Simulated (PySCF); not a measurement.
Electron correlation in Kr⁺ (krypton, charge +1)

Starting occupation: [Ar] 3d10 4s2 4p5, 4p1/2 with m_j = -1/2, +1/2, 4p3/2 with m_j = -1/2, +1/2, +3/2. All numbers are calculated (PySCF 2.14, X2C-1e with screened-nucleus spin-orbit coupling, Gaussian nucleus, in x2c-TZVPall-2c (6s7p4d1f, 54 functions)). Frozen: [Ne]; 25 electrons correlated.

MP2 pair energies summed by pair of shells (mhartree):

```csv
pair,energy,share (%)
4p-4p,-87.67,22.2
3d-3d,-84.68,21.4
3d-3p,-67.32,17.0
4p-4s,-47.35,12.0
3d-4p,-25.97,6.6
3p-3p,-22.41,5.7
3d-3s,-17.38,4.4
3d-4s,-11.45,2.9
3p-3s,-9.69,2.5
4s-4s,-7.91,2.0
3p-4p,-6.79,1.7
3p-4s,-3.29,0.8
3s-4p,-1.55,0.4
3s-3s,-1.20,0.3
3s-4s,-0.57,0.1
```

Total MP2 correlation energy: -395.23 mhartree.

The GHF reference relaxed away from the jj start to a determinant that is no pure jj level (⟨S²⟩ = 0.76, ⟨J²⟩ = 3.76); the energies belong to that determinant.

This basis was not built for core-valence correlation, so the inner-shell part is incomplete.
